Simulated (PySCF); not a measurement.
Al(AsH2)2(F) (AlAs₂FH₄), SMILES [F][Al]([AsH2])[AsH2].

The structure is a stationary point at ωB97X-D3(BJ)/def2-SVP. The structure was generated by enumeration; whether it is a known compound was not checked.

Two levels are set side by side: TDA-PBE/def2-SVPD (PySCF) and TDA-LC-ωPBE/def2-SVPD (PySCF). Vertical, same geometry. The lowest singlet is HOMO→LUMO 97 % with PBE and HOMO→LUMO 94 % with the other functional; states are paired by order. Differences are taken from unrounded values.

```json
[
 {"quantity": "lowest singlet excitation (eV)", "TDA-PBE": "4.31"},
 {"quantity": "lowest triplet excitation (TDA) (eV)", "TDA-PBE": "3.81"},
 {"quantity": "first bright state (f over 0.05) (eV)", "TDA-PBE": "4.88"},
 {"quantity": "its oscillator strength", "TDA-PBE": "0.12"}
]
```

### Question
These are the TDA-PBE values. What does TDA-LC-ωPBE give? (An estimate is asked for; the answer gives what the named calculation found.)

### Answer

```tsv
quantity	TDA-LC-ωPBE	TDA-PBE minus TDA-LC-ωPBE
lowest singlet excitation (eV)	5.13	-0.82
lowest triplet excitation (TDA) (eV)	4.49	-0.67
first bright state (f over 0.05) (eV)	5.98	-1.11
its oscillator strength	0.25	-0.13
```

Functionals without exact exchange tend to place singlet excitations lower, as here. Differences between two approximate levels are no errors against the true value.

Rough cost on one machine, each run with all the roots and properties that it gave: TDA-LC-ωPBE against TDA-PBE about 3 times.
